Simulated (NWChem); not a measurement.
Program: NWChem. System: diarsenic (As2), charge 0, spin multiplicity 1, at a geometry optimised with PBE0/def2-SVP. Level: B3LYP/def2-TZVP, VWN1-RPA local correlation.

Output (cleaned and shortened):

```
             Northwest Computational Chemistry Package (NWChem) 7.3.0
             --------------------------------------------------------

                                NWChem Input Module
                                -------------------

 Scaling coordinates for geometry "geometry" by  1.889725989
 (inverse scale =  0.529177249)

 Turning off AUTOSYM since
 SYMMETRY directive was detected!

                             Geometry "geometry" -> ""
                             -------------------------

 Output coordinates in angstroms (scale by  1.889725989 to convert to a.u.)

  No.       Tag          Charge          X              Y              Z
 ---- ---------------- ---------- -------------- -------------- --------------
    1 As                  33.0000     0.00000000     0.00000000     1.04563100
    2 As                  33.0000     0.00000000     0.00000000    -1.04563100

 Effective nuclear repulsion energy (a.u.)     275.5628056937

            Nuclear Dipole moment (a.u.)
            ----------------------------
        X                 Y               Z
 ---------------- ---------------- ----------------
     0.0000000000     0.0000000000     0.0000000000

      Symmetry information
      --------------------

 Group name             D2h
 Group number             26
 Group order               8
 No. of unique centers     1

      Symmetry unique atoms

     1


 Summary of "ao basis" -> "" (spherical)
 ------------------------------------------------------------------------------
       Tag                 Description            Shells   Functions and Types
 ---------------- ------------------------------  ------  ---------------------
 *                         def2-tzvp                  on all atoms

                                 NWChem DFT Module
                                 -----------------

 Summary of "ao basis" -> "ao basis" (spherical)
 ------------------------------------------------------------------------------
       Tag                 Description            Shells   Functions and Types
 ---------------- ------------------------------  ------  ---------------------
 As                        def2-tzvp                16       48   6s5p4d1f

 Summary of "ao basis" -> "ao basis" (spherical)
 ------------------------------------------------------------------------------
       Tag                 Description            Shells   Functions and Types
 ---------------- ------------------------------  ------  ---------------------
[...]
              MO Center=  2.4D-28,  1.1D-15, -1.2D-16, r^2= 2.7D+00
   Bfn.  Coefficient  Atom+Function         Bfn.  Coefficient  Atom+Function
  ----- ------------  ---------------      ----- ------------  ---------------
    17      0.348858  1 As py                65      0.348858  2 As py
    20      0.298951  1 As py                68      0.298951  2 As py
    11     -0.212380  1 As py                59     -0.212380  2 As py
     8      0.066023  1 As py                56      0.066023  2 As py
    14      0.058349  1 As py                62      0.058349  2 As py

 Vector   33  Occ=2.000000D+00  E=-2.644941D-01  Symmetry=b3u
              MO Center= -1.1D-15,  2.4D-28,  5.3D-17, r^2= 2.7D+00
   Bfn.  Coefficient  Atom+Function         Bfn.  Coefficient  Atom+Function
  ----- ------------  ---------------      ----- ------------  ---------------
    16      0.348858  1 As px                64      0.348858  2 As px
    19      0.298951  1 As px                67      0.298951  2 As px
    10     -0.212380  1 As px                58     -0.212380  2 As px
     7      0.066023  1 As px                55      0.066023  2 As px
    13      0.058349  1 As px                61      0.058349  2 As px

 Vector   34  Occ=0.000000D+00  E=-1.015261D-01  Symmetry=b2g
              MO Center= -3.6D-16,  1.3D-18, -9.0D-18, r^2= 3.8D+00
   Bfn.  Coefficient  Atom+Function         Bfn.  Coefficient  Atom+Function
  ----- ------------  ---------------      ----- ------------  ---------------
    19      0.523461  1 As px                67     -0.523461  2 As px
    16      0.357376  1 As px                64     -0.357376  2 As px
    10     -0.222773  1 As px                58      0.222773  2 As px
    13      0.070774  1 As px                61     -0.070774  2 As px
     7      0.068733  1 As px                55     -0.068733  2 As px

 Vector   35  Occ=0.000000D+00  E=-1.015261D-01  Symmetry=b3g
              MO Center= -3.0D-19, -3.5D-16,  4.0D-16, r^2= 3.8D+00
   Bfn.  Coefficient  Atom+Function         Bfn.  Coefficient  Atom+Function
  ----- ------------  ---------------      ----- ------------  ---------------
    20      0.523461  1 As py                68     -0.523461  2 As py
    17      0.357376  1 As py                65     -0.357376  2 As py
    11     -0.222773  1 As py                59      0.222773  2 As py
    14      0.070774  1 As py                62     -0.070774  2 As py
     8      0.068733  1 As py                56     -0.068733  2 As py

 Vector   36  Occ=0.000000D+00  E= 4.096702D-02  Symmetry=b1u
              MO Center= -1.3D-16, -1.3D-16,  6.7D-14, r^2= 6.5D+00
   Bfn.  Coefficient  Atom+Function         Bfn.  Coefficient  Atom+Function
  ----- ------------  ---------------      ----- ------------  ---------------
     6      1.804548  1 As s                 54     -1.804548  2 As s
    21     -1.674905  1 As pz                69     -1.674905  2 As pz
    18     -0.292373  1 As pz                66     -0.292373  2 As pz
    39      0.172749  1 As d  0              87     -0.172749  2 As d  0
    12      0.135515  1 As pz                60      0.135515  2 As pz

 center of mass
 --------------
 x =   0.00000000 y =   0.00000000 z =   0.00000000

 moments of inertia (a.u.)
 ------------------
         585.048151349117           0.000000000000           0.000000000000
           0.000000000000         585.048151349117           0.000000000000
           0.000000000000           0.000000000000           0.000000000000

     Multipole analysis of the density
     ---------------------------------

     L   x y z        total         alpha         beta         nuclear
     -   - - -        -----         -----         ----         -------
     0   0 0 0     -0.000000    -33.000000    -33.000000     66.000000

     1   1 0 0     -0.000000     -0.000000     -0.000000      0.000000
     1   0 1 0     -0.000000     -0.000000     -0.000000      0.000000
     1   0 0 1     -0.000000     -0.000000     -0.000000      0.000000

     2   2 0 0    -26.351106    -13.175553    -13.175553      0.000000
     2   1 1 0      0.000000      0.000000      0.000000      0.000000
     2   1 0 1      0.000000      0.000000      0.000000      0.000000
     2   0 2 0    -26.351106    -13.175553    -13.175553      0.000000
     2   0 1 1      0.000000      0.000000      0.000000      0.000000
     2   0 0 2    -25.471416   -141.580987   -141.580987    257.690559

 Task  times  cpu:        2.4s     wall:        2.4s

 Total times  cpu:        2.5s     wall:        2.5s
```

Problem. Write an NWChem input that would produce this output.

Solution. Several could match; the one computed here: 
```
start mol
memory heap 200 mb stack 900 mb global 1100 mb
geometry units angstroms nocenter noautoz
  As     0.000000     0.000000     1.045631
  As     0.000000     0.000000    -1.045631
  symmetry group D2h
end
basis spherical
  * library def2-tzvp
end
dft
  xc b3lyp
  semidirect memsize 60000000 filesize 0
  iterations 100
end
task dft energy
```
